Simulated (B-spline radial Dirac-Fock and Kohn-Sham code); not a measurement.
Model: relaxed Dirac-Fock hole states (ΔSCF) with Breit and QED corrections and a finite nucleus. Program: a radial atomic solver. Free neutral atoms.

Question: Order these X-ray lines by photon energy, lowest first.
A. Yb Lγ2
B. Zn Kα2
C. Pr Lγ4
D. Os Lℓ
E. Cs Lβ2
F. W Lη

Answer: E (4936.9 eV), C (6818.7 eV), D (7814.7 eV), B (8614.7 eV), F (8717.1 eV), A (10093.6 eV).

Values without a named source are computed, but for edge energies of neutral atoms, which are taken from tables.
